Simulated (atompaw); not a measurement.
**What one change does to a pseudopotential (Cr, PAW (atompaw))**

Cr, PAW, made with atompaw 4.2.0.5 (PBE, scalar-relativistic). Core [Ne], reference 3s2 3p6 3d5 4s0.5 4p0 (charge +0.5). Waves: 3s (bound): rc 1.60 bohr; 4s (bound): rc 1.55 bohr; 3p (bound): rc 1.15 bohr; 4p (bound, empty): rc 2.10 bohr; 3d (bound): rc 1.15 bohr; 3d channel at 0.35 Ry: rc 2.10 bohr. Local part: troulliermartins scheme with l = 3 at 0.5 Ry, radius 1.90 bohr. Core correction: smooth core density matched at 2.05 bohr. Augmentation charge: sinc compensation charge, radius 1.85 bohr; PAW radius 2.10 bohr; waves and projectors: custom rrkj gramschmidtortho.

Change: core [Ar], valence charge 6; reference 3d5 4s1 4p0; waves now 4s (bound): rc 3.00 bohr; 4s channel at 0.15 Ry: rc 3.00 bohr; 4p (bound): rc 3.00 bohr; 4p channel at 2.55 Ry: rc 3.00 bohr; 3d (bound): rc 2.25 bohr; 3d channel at 3.45 Ry: rc 2.25 bohr; local potential troulliermartins scheme with l = 3 at 0.5 Ry, radius 2.45 bohr; core correction smooth core density matched at 2.90 bohr; augmentation sinc compensation charge, radius 2.25 bohr; PAW radius 3.00 bohr; waves and projectors: custom rrkj gramschmidtortho.

Cutoffs: the cutoffs (Ry, on a coarse ladder) from which the occupation-weighted sum of valence levels, in a spherical-Bessel basis at the reference potential, stays within 10 and 1 mRy of its value at 400 Ry; they do not see the model core or the augmentation charge, which bear on the density cutoff.

Task: What does the change do?

Result: The potential gets softer (80 Ry and 140 Ry → 18 Ry and 30 Ry); neither file shows a bound ghost. The shells moved into the core no longer need plane waves of their own. Several settings change at once here, so the effects cannot be laid on one of them.

| quantity | base | changed |
| --- | --- | --- |
| cutoff, loose | 80 Ry | 18 Ry |
| cutoff, tight | 140 Ry | 30 Ry |
| bound ghosts | none | none |
| lowest overlap eigenvalue by channel | s 0.13, p 0.49, d 0.60 | s 0.33, p 0.70, d 0.86 |

 The cutoffs see the waves, projectors and local potential, not the compensation charge or the core.
